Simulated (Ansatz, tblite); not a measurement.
Forces on Be9O9H26 at its r2SCAN-D4/def2-SVP, loosely relaxed geometry. Total charge 0; singlet.

The xTB rows come from tblite. Single mean-field runs in def2-TZVP are fitted with def2-universal-jkfit. The geometry of the charge 0 singlet is only loosely relaxed. In the singlet geometry the species has come apart into loosely held pieces. In the singlet, H25 and H35 lie 0.76 Å apart, H22 and H33 lie 0.76 Å apart, H28 and H41 lie 0.76 Å apart (atoms count from 1), so H2 has formed as a molecule.

GFN2-xTB (tblite), largest force 1.17 eV/Å:

```xyz
44
positions Å, forces eV/Å
Be   -0.334   -0.551    2.545    0.208   -0.071   -0.351
Be    0.613    2.058    1.662   -0.104   -0.238    0.087
Be    1.664   -0.295    0.734   -0.514   -0.005   -0.279
Be   -2.573    0.902    1.330    0.021   -0.039    0.224
Be   -0.265   -2.445    0.627    0.175    0.450   -0.325
Be   -0.417    0.138   -0.247    0.485   -0.469    0.509
Be    1.617   -0.426   -2.238   -0.182   -0.380    0.201
Be   -0.034   -2.065   -2.304    0.399    0.085    0.247
Be    2.040   -2.529   -1.336   -0.322    0.225    0.038
O     0.515    0.895    2.763    0.953    0.130    0.412
O    -1.924   -0.099    2.393   -0.736   -0.390    0.354
O    -1.283    2.376    1.856   -0.260    0.782    0.389
O     0.135   -0.944    0.840   -0.203   -0.956    0.368
O     0.827    1.232    0.176    0.485    0.868   -0.320
O     2.292   -0.938   -0.782    1.160    0.144    0.047
O    -1.897    0.657   -0.141   -0.326    0.208   -0.406
O     0.427   -2.894   -0.878   -0.253   -1.081   -0.097
O    -0.066   -0.410   -1.823   -0.462    0.454   -0.801
H    -0.020   -1.584    3.402   -0.181    0.552   -0.303
H     1.210    3.294    1.719   -0.277   -0.624    0.084
H     2.726   -0.224    1.592   -0.519   -0.110   -0.319
H     3.884    1.627   -1.068   -0.095    0.053   -0.530
H    -3.837    1.442    1.378    0.666   -0.275    0.030
H    -1.107   -3.386    1.106    0.358    0.553   -0.166
H    -3.148   -2.093   -1.451   -0.051   -0.169   -0.586
H     1.629    3.618   -1.552    0.038   -0.046   -0.639
H     2.119    0.553   -3.029   -0.263   -0.291    0.466
H    -4.240    1.361   -1.942    0.003    0.006   -0.643
H    -0.898   -2.540   -3.225    0.244    0.233    0.508
H     3.001   -3.469   -1.442   -0.424    0.425    0.205
H     1.492   -1.918   -2.754    0.222   -0.102   -0.795
H     1.312    0.732    3.288   -0.702    0.085   -0.293
H     4.122    1.569   -0.348    0.160   -0.007    0.523
H    -2.519   -0.643    2.924    0.506    0.417   -0.378
H    -3.079   -1.868   -0.730   -0.002    0.163    0.604
H    -1.317    2.284    2.830    0.035   -0.150   -0.680
H    -1.585    3.274    1.642    0.086   -0.387    0.076
H     1.600    3.768   -0.806   -0.008    0.183    0.521
H     1.258    1.829   -0.462   -0.310   -0.494    0.387
H     3.247   -0.761   -0.700   -0.917   -0.178   -0.095
H    -4.362    1.392   -1.191   -0.144    0.035    0.536
H    -2.497    0.846   -0.872    0.474   -0.155    0.443
H     0.235   -3.845   -0.981    0.218    0.939    0.129
H    -0.562    0.078   -2.503    0.359   -0.373    0.615
```

LDA (SPW92)/def2-TZVP (Ansatz), largest force 0.98 eV/Å:

```
Be -0.186 0.626 -0.374
Be -0.287 -0.745 0.032
Be -0.720 0.103 -0.541
Be 0.690 -0.337 -0.077
Be 0.474 0.759 -0.400
Be 0.143 0.039 0.103
Be -0.398 -0.552 0.670
Be 0.528 0.381 0.665
Be -0.642 0.671 0.100
O -0.488 0.073 -0.508
O 0.419 0.387 -0.469
O 0.201 -0.383 -0.311
O -0.067 -0.341 -0.087
O -0.312 -0.474 0.550
O -0.582 -0.219 -0.231
O 0.553 -0.170 0.725
O 0.181 0.601 0.000
O 0.399 -0.391 0.310
H 0.005 -0.071 0.025
H 0.045 0.093 -0.028
H 0.093 0.002 0.068
H -0.127 -0.002 -0.361
H -0.083 0.042 -0.015
H -0.071 -0.093 0.049
H 0.012 -0.114 -0.377
H 0.023 -0.141 -0.365
H 0.037 0.099 -0.032
H 0.106 -0.036 -0.378
H -0.080 -0.036 -0.058
H 0.059 -0.049 -0.002
H 0.008 -0.020 -0.078
H 0.203 -0.075 0.060
H 0.055 -0.050 0.351
H -0.101 -0.098 0.122
H 0.059 0.140 0.382
H 0.061 -0.221 0.357
H -0.074 0.289 -0.184
H -0.021 0.038 0.431
H 0.129 0.232 -0.219
H 0.220 0.068 0.062
H -0.022 0.010 0.453
H -0.288 0.072 -0.243
H -0.062 -0.187 -0.007
H -0.091 0.080 -0.169
```

PBE0-D4/def2-TZVP (Ansatz), largest force 0.70 eV/Å:

```
Be -0.127 0.429 -0.137
Be -0.044 -0.503 0.102
Be -0.492 0.045 -0.332
Be 0.350 -0.330 -0.063
Be 0.320 0.565 -0.267
Be 0.121 0.035 0.106
Be -0.233 -0.348 0.401
Be 0.343 0.228 0.373
Be -0.371 0.416 0.058
O 0.193 -0.024 0.026
O -0.127 -0.087 0.003
O -0.106 0.363 0.297
O -0.084 -0.409 -0.114
O 0.066 0.140 -0.056
O 0.283 -0.095 -0.160
O 0.033 0.010 0.067
O 0.004 -0.230 -0.074
O -0.065 0.028 -0.285
H -0.013 0.004 -0.032
H -0.008 -0.025 -0.005
H -0.029 -0.023 -0.025
H 0.168 -0.035 0.391
H 0.023 -0.002 0.010
H 0.037 0.040 0.014
H 0.055 0.110 0.378
H -0.008 0.061 0.390
H -0.021 -0.014 0.041
H -0.060 0.010 0.373
H 0.009 0.009 0.037
H -0.030 0.041 0.024
H -0.005 -0.001 -0.068
H -0.389 0.072 -0.324
H -0.159 0.038 -0.401
H 0.310 0.294 -0.268
H -0.057 -0.124 -0.381
H 0.030 -0.021 -0.388
H 0.135 -0.343 0.035
H 0.022 -0.050 -0.395
H -0.258 -0.309 0.335
H -0.495 -0.093 -0.035
H 0.034 -0.001 -0.377
H 0.290 -0.101 0.351
H 0.093 0.493 0.049
H 0.263 -0.261 0.327
```
